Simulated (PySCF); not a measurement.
**Exercise with solution: dipole moment from atomic charges**

CH2O3, SMILES O=C(O)O. Atoms are numbered in the order given.

```xyz
6

O      0.0000     1.0885    -0.6780
C      0.0000     0.0000     0.0980
O      0.0000     0.0000     1.3027
O      0.0000    -1.0885    -0.6780
H      0.0000     1.8517    -0.0802
H      0.0000    -1.8517    -0.0802
```
Charge 0, spin multiplicity 1.

Coordinates come from a B3LYP-D3(BJ)/def2-SVP optimisation. Other conformers were not sampled.

Charges (e) from PySCF with PBE/def2-TZVPD:

```
atom     IAO  ESP fit
----  ------  -------
O1    -0.464   -0.469
C2     0.643    0.691
O3    -0.494   -0.550
O4    -0.464   -0.469
H5     0.390    0.398
H6     0.390    0.398
```

The dipole moment of the full density is 0.33 D.

Problem. What dipole moment does each set of point charges give, and which comes closer to that of the density?

Solution. 
μ = Σ q r, and 1 e Å = 4.8032 D.
IAO: Σ q r = (0.000, 0.000, -0.014) e Å, |μ| = 0.07 D.
ESP fit: Σ q r = (0.000, 0.000, -0.077) e Å, |μ| = 0.37 D.
ESP fit comes closer in size. Point charges leave out the atoms' own dipoles (lone pairs, polarised bonds); fits to the potential absorb them, partitions of the density don't.
